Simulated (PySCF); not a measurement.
Ligand exchange on a metal centre used in film growth or etching (Zn F-H). Gas-phase values, no solvent.

Method: TPSSh-D3(BJ)/def2-TZVP // BP86-D3(BJ)/def2-SVP (PySCF). All candidates: neutral, multiplicity 1. 

HOMO–LUMO gap: 6.56 eV
HOMO: -7.49 eV
dipole moment: 0.00 D

Question: Name which member has these values.
(A) [Zn(F)2]
(B) [Zn(F)(H)]
(C) [Zn(H)2]

Answer: C, [Zn(H)2]. The others give [Zn(F)2]: 7.04 eV, -9.43 eV, 0.00 D; [Zn(F)(H)]: 8.16 eV, -9.05 eV, 2.05 D
